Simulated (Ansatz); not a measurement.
Relaxation of C2H6BrInSi (11 atoms, charge 0, multiplicity 1), to a largest force component of 0.015 eV/Å in at most 40 steps.

These are results of RKS PBE0-D4/def2-SVP (Ansatz), not measurements.

```xyz
11
Properties=species:S:1:pos:R:3:forces:R:3
Br -2.458 -0.035 1.716 -0.17 0.12 -0.03
Si -0.949 0.113 0.080 -0.31 0.00 1.73
C -0.021 1.712 0.228 1.98 -1.52 0.67
In 1.059 0.258 -1.926 -0.39 1.00 -2.30
C 0.226 -1.337 0.229 0.31 2.01 -0.61
H -1.599 0.084 -1.236 -0.32 -0.12 -0.79
H 0.534 1.748 1.238 -0.69 -0.03 -1.06
H 0.819 1.779 -0.563 -1.28 1.72 0.59
H 2.094 -0.807 -1.179 1.13 -1.15 0.50
H 0.153 -1.961 -0.673 0.12 -0.67 0.08
H 1.287 -0.926 0.272 -0.38 -1.36 1.24
```

Q: Where does it end, and by what steps?

A: It converged. The force dipped under the threshold on the way, but the program's further checks kept it going. After 20 steps the energy has fallen by 7.172 eV; In4 moved furthest, 1.72 Å. Parted: Si2–In4 (2.84 → 3.51 Å), In4–H9 (1.66 → 3.59 Å). Joined: C5–H9 (2.40 → 1.10 Å).

| step | energy less start (eV) | largest force component (eV/Å) | accepted |
| --- | --- | --- | --- |
| 0 | 0.0000 | 2.304 | yes |
| 1 | -1.2231 | 1.602 | yes |
| 2 | -1.8175 | 1.892 | yes |
| 3 | -2.2768 | 1.526 | yes |
| 4 | -2.6557 | 1.445 | yes |
| 5 | -2.9999 | 1.386 | yes |
| 6 | -3.5639 | 1.672 | yes |
| 7 | -4.3082 | 1.515 | yes |
| 8 | -5.2014 | 2.347 | yes |
| 9 | -6.2504 | 2.123 | yes |
| 10 | -6.6378 | 2.403 | yes |
| 11 | -6.9039 | 1.355 | yes |
| 12 | -7.0646 | 0.411 | yes |
| 13 | -7.1256 | 0.435 | yes |
| 14 | -7.1581 | 0.143 | yes |
| 15 | -7.1679 | 0.108 | yes |
| 16 | -7.1706 | 0.048 | yes |
| 17 | -7.1712 | 0.033 | yes |
| 18 | -7.1715 | 0.026 | yes |
| 19 | -7.1716 | 0.011 | yes |
| 20 | -7.1716 | 0.010 | yes |

```xyz
11
Properties=species:S:1:pos:R:3
Br -2.041 -0.036 1.611
Si -0.634 0.053 -0.163
C 0.369 1.593 -0.213
In 1.846 1.784 -1.951
C 0.440 -1.482 -0.060
H -1.530 -0.040 -1.359
H 0.979 1.678 0.706
H -0.283 2.484 -0.266
H 1.072 -1.577 -0.960
H -0.172 -2.392 0.022
H 1.099 -1.435 0.821
```

Time of the run: 2.2 min on 2 threads of Intel(R) Xeon(R) Platinum 8488C (Sapphire Rapids), on a shared host, peak memory 0.43 GiB.
